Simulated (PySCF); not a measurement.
## Correlation energy of Pt(3+) (platinum, charge +3)

[Xe] 4f14 5d7, high-spin 4F determinant. Calculation: PySCF 2.14, in x2c-TZVPPall with one added diffuse shell each of s, p, d, f type (12s8p8d4f1g, 113 functions); the spin-free X2C one-electron Hamiltonian (Gaussian nucleus). Frozen: [Kr] 4d10 4f14; 15 electrons correlated.

MP2 pair energies summed by pair of shells (mhartree):

| pair | energy | share (%) |
| --- | --- | --- |
| 5p-5d | -135.83 | 38.6 |
| 5d-5d | -131.08 | 37.2 |
| 5p-5p | -42.94 | 12.2 |
| 5s-5d | -20.11 | 5.7 |
| 5s-5p | -19.14 | 5.4 |
| 5s-5s | -3.12 | 0.9 |

Total MP2 correlation energy: -352.21 mhartree.

Same-spin part -113.80 and opposite-spin part -238.41 mhartree; SCS-MP2 scales them by 1/3 and 6/5 to -324.02 mhartree.

This basis was not built for core-valence correlation, so the inner-shell part is incomplete.
